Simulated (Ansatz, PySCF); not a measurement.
Ansatz (a quantum-chemistry and plane-wave program) was given this input:
Ansatz 0.2 input:
```yaml
crystal:
  periodic: [false, false, false]
  atoms:
    - {symbol: K, position_ang: [-1.05890000, -0.75220000, -0.90220000]}
    - {symbol: I, position_ang: [1.05890000, 0.75220000, 0.90220000]}
basis:
  gaussian:
    orbitals: def2-SVPD
hamiltonian:
  xc: {name: B97M-V}
magnetization: {spin_polarized: true, initial_magnetization: 2}
accuracy: high
```

Q: Write the same job for PySCF.

A: Several could match; the one computed here: 
```python
from pyscf import gto, scf, dft

mol = gto.M(
    atom='''
K    -1.058900   -0.752200   -0.902200
I     1.058900    0.752200    0.902200
''',
    basis='def2-svpd',
    ecp={'I': 'def2-svpd'},
    charge=0,
    spin=2,
    verbose=4,
)

mf = dft.UKS(mol)
mf.xc = 'b97m_v'
mf.grids.atom_grid = (99, 590)
mf.grids.prune = None
mf.kernel()
```

Both were run: Ansatz gave -897.332181 Eh and PySCF -897.332189 Eh, 0.008 mEh apart.
